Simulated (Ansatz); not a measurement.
Stepwise reaction of `[GeH2]` with water, as a gas-phase model of exchange steps in deposition or etching. ΔE in kJ/mol; ΔG adds harmonic PBE0-D4 terms to CCSD(T)/CBS, at 1 bar.

Program: Ansatz. Geometries: PBE0-D4/def2-TZVP. ΔE: electronic, gas phase. CBS: MP2 limit from def2 TZ/QZ plus the TZ coupled-cluster correction, frozen cores. This one scheme is used for every species. Functionals use def2-TZVPP. B3LYP here is the variant with VWN-RPA as its local correlation; programs differ in this. For Ge outer-core shells are correlated without core-valence functions, which leaves a few kJ/mol of doubt a bond. Scalar relativity is left out up to krypton. One conformer a species, not always the lowest.

```json
{"step": "1", "reaction": "`[GeH2]` + H₂O → `[OH][GeH]` + H₂", "PBE-D4": "-77.0", "B3LYP-D4": "-73.0", "ωB97M-V": "-69.5", "CCSD(T)/CBS": "-68.5", "ΔG(400 K)": "-65.7"}
```

Give the row of step 2, `[OH][GeH]` + H₂O → `[OH][Ge][OH]` + H₂. (Best estimate.)

Ansatz gave: 
```csv
step,reaction,PBE-D4,B3LYP-D4,ωB97M-V,CCSD(T)/CBS,ΔG(400 K)
2,`[OH][GeH]` + H₂O → `[OH][Ge][OH]` + H₂,-88.6,-89.7,-88.4,-84.9,-83.9
```

By hand: ΔE of the 2 steps together at CCSD(T)/CBS.

(-68.5) + (-84.9) = -153.4 kJ/mol, or -76.7 kJ/mol a step.

In ΔE each step is lower than the one before. All are downhill at CCSD(T)/CBS. ΔG lies between -83.9 and -65.7 kJ/mol a step. PBE-D4 differs from CCSD(T)/CBS by -8.5 to -3.7 kJ/mol a step. Isolated molecules leave out the surface, adducts and barriers. Largest T1 diagnostic: 0.016.
